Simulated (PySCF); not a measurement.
C4H12NbO4 (SMILES C[O][Nb+]([O]C)([O]C)[O]C), charge +1, singlet, at a GFN2-xTB geometry (such geometries of metal compounds can be far from the true shape) (the multiplicity is a formal guess) (core potentials on Nb). Base run: DF-HF/def2-SV(P) run with PySCF.

The PySCF input:
```python
from pyscf import gto, scf

mol = gto.M(
    atom='''
Nb   -0.000053    0.000114    0.000324
O    -1.472194    0.321210    0.923169
C    -2.630989    0.576866    1.653073
H    -2.528868    1.533975    2.180847
H    -3.490654    0.625853    0.972217
H    -2.789774   -0.226934    2.383607
O    -0.429292   -0.639343   -1.589916
C    -0.771037   -1.145480   -2.842116
H    -0.774173   -0.331736   -3.578884
H    -0.039530   -1.906810   -3.142627
H    -1.769815   -1.598487   -2.794974
O     0.989938   -1.182792    0.862421
C     1.771315   -2.115445    1.541274
H     2.423262   -2.636798    0.828427
H     2.387630   -1.602411    2.290904
H     1.121194   -2.844969    2.041374
O     0.911179    1.501294   -0.195148
C     1.631156    2.683359   -0.353991
H     0.968705    3.542432   -0.186111
H     2.455485    2.711580    0.370352
H     2.038972    2.730885   -1.372068
''',
    basis='def2-sv(p)',
    ecp={'Nb': 'def2-sv(p)'},
    charge=1,
    spin=0,
    verbose=4,
)

mf = scf.RHF(mol)
mf = mf.density_fit(auxbasis='def2-universal-jkfit')
mf.kernel()
```

Each row names what was changed in the base input (with any setting that the change needs).

```tsv
change	ΔE vs base (µEh)	SCF cycles
base	0.0	10
conv_tol = 1e-12	0.0	14
level_shift = 1.0 (with mf.max_cycle = 100)	0.0	20
conv_tol_grad = 1e-3	0.0	10
conv_tol = 1e-11	0.0	12
conv_tol = 1e-7	0.0	9
solver = newton	0.0	-
init_guess = mod_huckel	0.0	10
damp = 0.5; diis_start_cycle = 5	0.0	12
solver = newton; init_guess = 1e	0.0	-
init_guess = sap	0.0	20
DIIS = EDIIS	0.0	40
conv_tol = 1e-4	1.9	6
```
